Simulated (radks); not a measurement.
Dipole-allowed excitations along the series with 28 electrons in [Ar] 3d10. All-electron calculation, non-relativistic Kohn-Sham, LDA (Slater exchange, Perdew-Wang correlation), spin-unpolarised, spherical densities, point nucleus. Program: a radial shooting solver on a logarithmic mesh with Libxc functionals. Time-dependent linear response with the Hartree and adiabatic LDA kernel, continuum included through the Sternheimer equations. Lines are the poles of the dipole polarisability below minus the highest occupied eigenvalue, found on a grid refined at the orbital gaps; the lowest seven at most are given, and weak or close lines can be missed. The first line takes the name of the lowest orbital gap if no other gap lies below it; otherwise a line is named after a gap within 0.6 % of it, if that gap stands alone.

| species | -e(HOMO) (eV) | lowest orbital gap (eV) | first line (eV) | f | strongest line (eV) | its f | static alpha (bohr^3) |
|---|---|---|---|---|---|---|---|
| Cu+ | 14.100 | 3d-4p 7.560 | 8.010 (3d-4p) | 0.359 | the first | 0.359 | 7.894 |
| Zn2+ | 31.449 | 3d-4p 15.890 | 16.482 (3d-4p) | 0.464 | the first | 0.464 | 2.897 |
| Ga3+ | 53.215 | 3d-4p 26.231 | 26.941 (3d-4p) | 0.516 | the first | 0.516 | 1.444 |
| Ge4+ | 78.900 | 3d-4p 38.323 | 39.150 (3d-4p) | 0.539 | the first | 0.539 | 0.8475 |
| As5+ | 108.23 | 3d-4p 52.021 | 51.604 (3d-4p) | 0.0330 | 85.295 (3d-4f) | 0.587 | 0.5498 |
| Se6+ | 141.02 | 3d-4p 67.238 | 68.306 (3d-4p) | 0.546 | 108.05 (3d-4f) | 0.853 | 0.3815 |
